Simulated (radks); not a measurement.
Effect of the nuclear size on the promethium ion Pm+, [Xe] 4f5 6s1. Calculated with a radial shooting solver on a logarithmic mesh with Libxc functionals: Dirac Kohn-Sham, LDA (Slater exchange, Perdew-Wang correlation), spin-unpolarised, spherical densities, finite nucleus; open shells fill j = l - 1/2 first; Fermi nuclear charge, rms radius 4.962 fm. The rms radius is varied about that value; shifts are against it.

rms radius (fm) = 4.1333: total energy shift (eV) -4.48; density at nucleus (e/bohr^3) 5.118e+05; 1s1/2 shift (meV) -1860; 2s1/2 shift (meV) -233; 5s1/2 shift (meV) -1.78; 5p1/2 shift (meV) 0.162; 6s1/2 shift (meV) -0.172; 4f5/2 shift (meV) 0.307
rms radius (fm) = 4.4856: total energy shift (eV) -2.65; density at nucleus (e/bohr^3) 5.022e+05; 1s1/2 shift (meV) -1100; 2s1/2 shift (meV) -138; 5s1/2 shift (meV) -1.06; 5p1/2 shift (meV) 0.096; 6s1/2 shift (meV) -0.102; 4f5/2 shift (meV) 0.182
rms radius (fm) = 4.962: total energy shift (eV) 0; density at nucleus (e/bohr^3) 4.907e+05; 1s1/2 shift (meV) 0.000; 2s1/2 shift (meV) 0.000; 5s1/2 shift (meV) 0.000; 5p1/2 shift (meV) 0.000; 6s1/2 shift (meV) 0.000; 4f5/2 shift (meV) 0.000
rms radius (fm) = 5.1158: total energy shift (eV) 0.901; density at nucleus (e/bohr^3) 4.873e+05; 1s1/2 shift (meV) 373; 2s1/2 shift (meV) 46.8; 5s1/2 shift (meV) 0.358; 5p1/2 shift (meV) -0.033; 6s1/2 shift (meV) 0.035; 4f5/2 shift (meV) -0.062
rms radius (fm) = 5.6815: total energy shift (eV) 4.39; density at nucleus (e/bohr^3) 4.756e+05; 1s1/2 shift (meV) 1820; 2s1/2 shift (meV) 228; 5s1/2 shift (meV) 1.75; 5p1/2 shift (meV) -0.159; 6s1/2 shift (meV) 0.169; 4f5/2 shift (meV) -0.301

Slopes of the eigenvalues against <r^2> in GHz/fm^2, as finite differences over the two radii next to the reference (eigenvalue slopes, not the field-shift constants of lines): 1s1/2 58800, 2s1/2 7380, 5s1/2 56.5, 5p1/2 -5.15, 6s1/2 5.47, 4f5/2 -9.73.
